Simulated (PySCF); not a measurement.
## Spinor energies of Pd⁻ (palladium, charge -1)

Start: [Kr] 4d10 5s1; 5s1/2 filled at m_j = +1/2. Calculated with PySCF 2.14 in x2c-SVPall-2c with one added diffuse shell each of s, p, d type (7s9p7d1f, 76 functions): generalised Hartree-Fock with the X2C-1e Hamiltonian and a Gaussian nucleus; one run each with spin-orbit coupling (SO) switched off, then screened by Boettger's factors.

| spinor shell | electrons | ε, spin-free (eV) | ε, screened SO (eV) | weight of nominal j (screened SO) | rms radius, screened SO (bohr) |
| --- | --- | --- | --- | --- | --- |
| 1s1/2 | 2 | -24466.7 | -24465.1 | 1.000 | 0.0366 |
| 2s1/2 | 2 | -3650.8 | -3650.4 | 1.000 | 0.150 |
| 2p1/2 | 2 | -3266.7 | -3377.2 | 1.000 | 0.130 |
| 2p3/2 | 4 | -3266.7 | -3215.6 | 1.000 | 0.135 |
| 3s1/2 | 2 | -689.91 | -689.81 | 1.000 | 0.403 |
| 3p1/2 | 2 | -560.23 | -580.16 | 1.000 | 0.399 |
| 3d3/2 | 4 | -354.52 | -357.87 | 1.000 | 0.387 |
| 3d5/2 | 6 | -354.52 | -352.19 | 1.000 | 0.390 |
| 4s1/2 | 2 | -99.997 | -99.989 | 1.000 | 1.02 |
| 4p1/2 | 2 | -60.803 | -64.071 | 1.000 | 1.11 |
| 4p3/2 | 4 | -60.803 | -59.294 | 1.000 | 1.14 |
| 4d3/2 | 4 | -4.415 | -4.771 | 0.999 | 1.73 |
| 4d5/2 | 6 | -4.415 | -4.185 | 0.999 | 1.78 |
| 5s1/2 | 1 | 0.217 | 0.216 | 1.000 | 7.58 |

(1) Where does 3p3/2 lie, and what is the 3p spin-orbit splitting (screened SO)?

```
   quantity    spin-free  screened SO
E (hartree)  -5041.86478  -5042.69309
        M_J          1/2          1/2
       ⟨J²⟩        0.751        0.751
       ⟨L²⟩        0.000        0.015
       ⟨S²⟩        0.751        0.766
```

At GHF the highest occupied level has a positive energy, so only the finite basis holds that electron.

Breit and QED terms are absent; they matter most for the inner s and p1/2 levels.

Densities and radii are taken from the X2C orbitals without a picture-change correction, which distorts them close to the nucleus.

Without spin-orbit coupling the j labels of p, d and f shells carry no meaning; the spin-free column gives the mean over the occupied spinors of each nl shell.

## Answers

(1) At -550.95 eV, 29.208 eV above 3p1/2.
